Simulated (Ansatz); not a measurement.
Gas-phase electronic energies from Ansatz, PBE0-D4/def2-TZVP geometries. CCSD(T)/CBS is the MP2 limit (def2-TZVPP, def2-QZVPP) plus CCSD(T) − MP2 in def2-TZVPP, frozen cores. This one scheme is used for every species. DFT in def2-TZVPP. B3LYP here is the variant with VWN-RPA as its local correlation; programs differ in this. def2 core potentials past Kr. For Sb outer-core shells are correlated without core-valence functions, which leaves a few kJ/mol of doubt a bond. One conformer a species, not always the lowest.

`C[Si]S` + `[SH][SbH2]` → `C[S][SbH2]` + `[SiH]S`  (substitution at a C–Si bond)

Task: Is it downhill or uphill in electronic energy at CCSD(T)/CBS, and by how much? (Estimate.)

Result: Computed: Uphill: ΔE = +0.58 eV.

Task: What do these levels give: LDA (SPW92), PBE0-D4, B3LYP, MP2/def2-SVP, CCSD/def2-SVP, MP2/def2-TZVPP? (Estimate.)

Result: The calculation gave: LDA (SPW92) 0.60, PBE0-D4 0.57, B3LYP 0.57, MP2/def2-SVP 0.57, CCSD/def2-SVP 0.55, MP2/def2-TZVPP 0.59 eV.

Largest T1 diagnostic among the species: 0.016.

Leaving LDA and LC-ωPBE aside and taking each functional with its dispersion term where it has one, the values, not all of them listed here, spread over 0.07 eV, from revPBE-D4 to r2SCAN0-D4. LDA lies +0.03 eV from PBE without D4. At CCSD(T), def2-SVP lies −0.04 eV from the extrapolated value and def2-TZVPP −0.00 eV.
